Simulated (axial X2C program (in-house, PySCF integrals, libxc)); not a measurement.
# ZrP: the levels of the configuration d0 s1 p(π)0

Calculated with an axial X2C code built on PySCF integrals: two-component X2C with atomic mean-field Coulomb and Gaunt terms, basis Zr dyall-v3z, P dyall-v3z (cores contracted in-house). Orbitals come from Hartree–Fock averaged over the configuration Zr d0 s1 p(π)0; CI then distributes these electrons over the d, s, p(π) shells of Zr.

R = 2.159 Å (near the minimum of the configuration average).

Active spinors (ω > 0):

```json
{"shell": "d", "ω": "1/2", "ε (eV)": "1.00", "character": "50% Zr p, 38% Zr d, 9% P p"}
{"shell": "d", "ω": "1/2", "ε (eV)": "1.05", "character": "45% Zr p, 32% Zr d, 17% P p"}
{"shell": "d", "ω": "3/2", "ε (eV)": "1.74", "character": "99% Zr d"}
{"shell": "d", "ω": "5/2", "ε (eV)": "1.78", "character": "99% Zr d"}
{"shell": "d", "ω": "3/2", "ε (eV)": "5.93", "character": "75% Zr d, 24% Zr f"}
{"shell": "s", "ω": "1/2", "ε (eV)": "-3.38", "character": "62% Zr s, 24% Zr d, 9% Zr p"}
{"shell": "p(π)", "ω": "1/2", "ε (eV)": "2.60", "character": "88% Zr p, 6% Zr d, 3% P d"}
{"shell": "p(π)", "ω": "3/2", "ε (eV)": "2.64", "character": "87% Zr p, 7% Zr d, 3% P d"}
```

Lowest levels of this model:

```json
{"Ω": "1/2", "energy (cm⁻¹)": "0", "g∥": "2.00", "μ (D)": "-6.48", "configuration": "100% s1"}
{"Ω": "3/2", "energy (cm⁻¹)": "6775", "g∥": "2.00", "μ (D)": "-8.15", "configuration": "100% d1"}
{"Ω": "5/2", "energy (cm⁻¹)": "7214", "g∥": "6.00", "μ (D)": "-8.14", "configuration": "100% d1"}
{"Ω": "1/2", "energy (cm⁻¹)": "12501", "g∥": "0.02", "μ (D)": "-6.73", "configuration": "100% d1"}
{"Ω": "1/2", "energy (cm⁻¹)": "16452", "g∥": "1.98", "μ (D)": "-5.29", "configuration": "100% d1"}
```

g∥ is the magnitude of 2⟨Lz + ge Sz⟩ for the +Ω component. μ is positive if the P end is positive.

(1) From Ω and g∥ of the lowest level, whose 2⟨Lz + ge Sz⟩ is positive, find ⟨Sz⟩ and ⟨Lz⟩ (ge = 2.0023).

Occupations of the active spinors in the lowest level by ω, shell by shell in order of energy: -5/2: 0.00; -3/2: 0.00 0.00 0.00; -1/2: 0.00 0.00 0.00 0.00; 1/2: 0.00 0.00 1.00 0.00; 3/2: 0.00 0.00 0.00; 5/2: 0.00. The leading determinant has weight 1.00 among 4.

This point took 1.6 s on 1 thread of Arm Neoverse N1, on a shared host.

There is no dynamic correlation: spin–orbit spacings and, for f shells, spacings inside one term are the most reliable numbers, splittings between terms come out too wide, and energies between configurations are not reliable, so the lowest level need not be the ground state of the molecule. For d shells the ligand-field splittings (σ, π, δ) and their order can be off by a thousand cm⁻¹ or more. At most 6 roots were kept for each Ω > 0 (twice that for Ω = 0) within 3.2 eV of the lowest, so higher up levels can be missing between those listed; levels with Ω > 0 are doubly degenerate and listed once, Ω = 0 levels singly. Some active spinors are only partly of the character that their shell is named for, so the shell names and counts are nominal. States that fill the shells left empty in the average are placed too high. Along the bond the averaged SCF switches between close solutions, so this one may not be the lowest.

## Answers

(1) Ω = ⟨Lz⟩ + ⟨Sz⟩ = 1/2 and ⟨Lz⟩ + ge⟨Sz⟩ = 1.000, so ⟨Sz⟩ = 0.50 and ⟨Lz⟩ = 0.00.
